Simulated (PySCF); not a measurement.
Method: PySCF 2.14.0 with TPSSh-D3(BJ)/def2-TZVP // BP86-D3(BJ)/def2-SVP. Gas-phase values, no solvent. One relaxed conformer stands for a flexible species; it need not be the lowest. 

Reference species: [Ti(Cl)4] (neutral, multiplicity 1).

```json
{
 "charge on the central atom (Mulliken)": "1.10 e",
 "mean_distance_from_the_central_atom_to_its_bonded_neighbours": "2.174 Å",
 "HOMO": "-8.92 eV"
}
```

After one change: the charge on the central atom (Mulliken) rises by 0.18 e; the mean distance from the central atom to its bonded neighbours drops by 0.096 Å; the HOMO goes up by 0.44 eV.

**Question.** Which change was made? The new species is one of these.
A) [Ti(Cl)2(OH)2]
B) [Ti(Cl)3(OH)]
C) [Ti(Cl)(OH)3]
D) [Ti(OH)4]

**Answer.** B, [Ti(Cl)3(OH)]
